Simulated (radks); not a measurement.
The numbers below are computed, except where a source is named.
Q: Ta+, configuration [Xe] 4f14 5d3 6s0.5 6p0.5 (fractional occupations, a model configuration). Level of theory: Dirac Kohn-Sham, PBEsol, spin-unpolarised, spherical densities, finite nucleus; open shells fill j = l - 1/2 first; Fermi nuclear charge, rms radius 5.3507 fm (a radial shooting solver on a logarithmic mesh with Libxc functionals). Some entries of the table are withheld. Estimate them.

orbital,occ.,eigenvalue (hartree),<r> (bohr)
1s1/2,2,-2470.895,0.01867
2s1/2,2,-424.5050,0.07837
2p1/2,2,-405.8304,0.06488
2p3/2,4,-359.1807,0.07272
3s1/2,2,-97.44313,0.2044
3p1/2,2,-89.11943,0.1943
3p3/2,4,-79.07811,0.2089
3d3/2,4,-64.97907,0.1830
3d5/2,6,-62.79105,0.1875
4s1/2,2,-20.07001,0.4588
4p1/2,2,(1),0.4645
4p3/2,4,(2),0.4977
4d3/2,4,-8.66857,0.5166
4d5/2,6,-8.24316,0.5281
5s1/2,2,-2.94998,1.102
5p1/2,2,-1.95526,1.221
5p3/2,4,-1.63340,1.328
4f5/2,6,-1.21924,0.6342
4f7/2,8,-1.14639,0.6452
6s1/2,0.5,(3),3.060
5d3/2,3,(4),2.055
5d5/2,0,(5),2.131
6p1/2,0.5,-0.27075,3.809
6p3/2,0,-0.24379,4.108

A: 
(1) 4p1/2 eigenvalue (hartree): -16.63615
(2) 4p3/2 eigenvalue (hartree): -14.32075
(3) 6s1/2 eigenvalue (hartree): -0.43746
(4) 5d3/2 eigenvalue (hartree): -0.41163
(5) 5d5/2 eigenvalue (hartree): -0.38803
